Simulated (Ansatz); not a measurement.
Input for Ansatz (a first-principles code): R-CAM-B3LYP/def2-TZVPP on HBr (SMILES Br).

Ansatz 0.2 input:
```yaml
crystal:
  periodic: [false, false, false]
  atoms:
    - {symbol: Br, position_ang: [0.71235049, -0.00000000, -0.00000000]}
    - {symbol: H, position_ang: [-0.71235049, 0.00000000, 0.00000000]}
basis:
  gaussian:
    orbitals: def2-TZVPP
hamiltonian:
  xc: {name: CAM-B3LYP}
scf: {lower_state_search: off}
```

The log:

```
WARN ansatz: RAYON_NUM_THREADS=4 ignored (pool sized by the plan → 4); use --threads N
Functional definition: CAM-B3LYP
these checks for a lower state are left out or cut short: stability, starts, cluster_reference, orbital_swaps, neighbouring_geometries, increment
integrals: 0.01 GiB planned
472 factors; their error is unknown
integrals: 0.05 GiB planned
82 factors; integrals over basis functions are off by at most 1.2e-4 eV
mean field: 0.22 GiB planned
mean field evaluation 1: about -70065.6580 eV, gradient 8.1e0 eV
mean field evaluation 2: about -70065.7865 eV, gradient 4.1e0 eV
mean field evaluation 4: about -70065.8328 eV, gradient 2.1e-1 eV
mean field evaluation 8: about -70066.1630 eV, gradient 5.6e-3 eV
mean field -70066.16302532 eV, -2574.8839986294 hartree, gradient 3.5e-6 eV, S^2 0.000000; 0 other end points of the search recorded, 0 dependent functions left out
reference -70066.16310203 eV, -2574.8840014484 hartree; 18, 18 occupied and 44, 44 virtual orbitals, 472 factors
Total energy: -70066.16310203 eV, -2574.8840014484 hartree
Checks for a lower state left out: stability, starts, cluster_reference, orbital_swaps, neighbouring_geometries, increment
```

The calculation finished and met its thresholds.

Cost: about 0.6 core-seconds (a rough figure).
